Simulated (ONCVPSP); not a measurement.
# Ar: one change to an ONCV potential, before and after

ONCVPSP 4.0.1 input, shortened (lines: element, Z, core and valence counts, functional; n l f; lmax; l rc ep ncon nbas qcut; lloc lpopt rc5 dvloc0; l nproj debl; icmod fcfact rcfact), PBE, scalar-relativistic:

```
  Ar 18.00    3    2        4      upf
    1    0    2.00
    2    0    2.00
    2    1    6.00
    3    0    2.00
    3    1    5.50
    2
    0    1.15    0.00    4    8    6.10
    1    1.25    0.00    4    8    6.20
    2    1.15    0.04    4    7    9.60
    2    5    1.15    0.00
    0    1    0.90
    1    3    0.80
    2    0    3.50
    3    4.25    1.05
```

Change: d: qcut 11.6.

Cutoffs: the cutoffs (Ha) at which the residual kinetic energy of the hardest occupied pseudo-wave falls to 1 and 0.1 mHa per electron; they do not see the model core or the augmentation charge, which bear on the density cutoff. Errors are all-electron minus pseudo energies relative to the spin-unpolarised reference configuration.

How do hardness, ghosts and transferability respond?

The potential gets neither clearly harder nor softer (19 Ha and 61 Ha → 19 Ha and 61 Ha); the bound ghosts move from p to p, s; the lowest positive-energy flag moves from s at 6.4 eV to none; of the 4 tests that both files solve, the error grows in 4 and shrinks in 0 by more than 15 % and 0.3 meV (median size 7.8 → 13.2 meV).

```csv
quantity,base,changed
"cutoff, loose",19 Ha,19 Ha
"cutoff, tight",61 Ha,61 Ha
bound ghosts,p,"p, s"
GHOST(+) flags under 300 eV,s at 6.4 eV,none
"error for 3s2 3p6, meV [ΔE -6.55 eV]",+1.2,+1.6
"error for 3s2 3p5, meV [ΔE 9.51 eV]",+0.1,+0.8
"error for 3s2 3p4, meV [ΔE 38.17 eV]",+14,+25
"error for 3s2 3p2, meV [ΔE 138.39 eV]",+246,+433
s: phases at 1.17 bohr within 0.05 rad from the reference energy up to (Ha; the scan ends near 5),-0.1,-0.5
p: phases at 1.27 bohr within 0.05 rad from the reference energy up to (Ha; the scan ends near 5),to the end of the scan,to the end of the scan
d: phases at 1.17 bohr within 0.05 rad from the reference energy up to (Ha; the scan ends near 5),to the end of the scan,to the end of the scan
"rms error of d²Exc/dni dnj with the model core, mHa",1.22,1.22
```

 A true bound ghost makes a file unfit for plane-wave use even where its test errors are small: the radial tests pick states by their node count and pass the ghost by.
